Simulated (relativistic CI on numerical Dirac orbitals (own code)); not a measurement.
**One change at a time: Ho6+**

Base calculation: Dirac-Coulomb-Breit CI, orbitals from a KLI potential per configuration, QED by a radiative potential, unscaled Slater integrals.

Configurations in the expansion (outside the closed core [Kr] 4d10): 4f9.5s2.5p4, 4f8.5s2.5p5, 4f7.5s2.5p6, 4f8.5s.5p6, 4f9.5s.5p5, 4f11.5s.5p3. The list is cut by size and lacks configurations that can hold low levels.

The lowest level and the first level of each name with at least 55 % of one term (blank where a level has no safe partner in the second run):

```csv
Level,Base (cm⁻¹),Shift (cm⁻¹)
4f7.5s2.5p6 8S°_7/2,0.0,0.0
4f7.5s2.5p6 6P°_7/2,46781.9,+23.6
4f7.5s2.5p6 6P°_5/2,47951.9,+13.8
4f7.5s2.5p6 6P°_3/2,49010.2,+5.6
4f7.5s2.5p6 6I°_7/2,51959.0,+13.4
4f7.5s2.5p6 6I°_17/2,52627.9,+1.9
4f7.5s2.5p6 6I°_9/2,52648.9,+6.0
4f7.5s2.5p6 6I°_11/2,53180.7,+0.3
4f7.5s2.5p6 6I°_15/2,53353.8,-3.4
4f7.5s2.5p6 6I°_13/2,53453.8,-3.0
4f7.5s2.5p6 6D°_9/2,58946.1,+8.0
4f8.5s2.5p5 8G°_15/2,59793.7,+274.4
4f7.5s2.5p6 6D°_7/2,60787.3,-5.2
4f7.5s2.5p6 6D°_1/2,60790.9,-7.9
4f7.5s2.5p6 6D°_3/2,61207.9,-10.9
4f7.5s2.5p6 6D°_5/2,61394.3,-11.4
4f8.5s2.5p5 8G°_13/2,64993.7,+259.7
4f8.5s2.5p5 8G°_11/2,68881.0,+255.6
4f8.5s2.5p5 8D°_3/2,68951.2,+241.4
4f8.5s2.5p5 8D°_5/2,68977.5,+245.0
4f8.5s2.5p5 8D°_7/2,69096.3,+249.9
4f8.5s2.5p5 8D°_9/2,69221.9,+258.7
```

At this charge configurations can still be misplaced by up to about 7 % of their energy. Terms inside the open d or f shell come out 10 to 20 % too wide with unscaled integrals. Levels and lines within the n = 5 or 6 shells can be off by up to 10 % or somewhat more, and those that change n by about 2 %, since core polarisation is missing. Levels that differ in their count of f electrons can be misplaced by several ten thousand cm⁻¹, since the correlation energy of f electrons is missing or only estimated; rates across such gaps can be off by orders of magnitude. The computed lowest level isn't the tabulated ground level, which NIST ASD gives as 4f9 5s2 5p4 °.

(1) One thing was changed in a second run, which moved the levels as shown. Which?
A. Breit term removed
B. configuration mixing switched off
C. QED terms removed

Results:

(1) C. QED terms removed. QED shifts follow the density of s (and p1/2) electrons at the nucleus, so configurations move by their count of such electrons; where none moves, the smaller shifts of p3/2 electrons and of j = l + 1/2 against j = l − 1/2 set the pattern.

LS names give the leading component of a level, which can be under half, so a name can repeat, a term be missing and a line seem to break the LS rules.
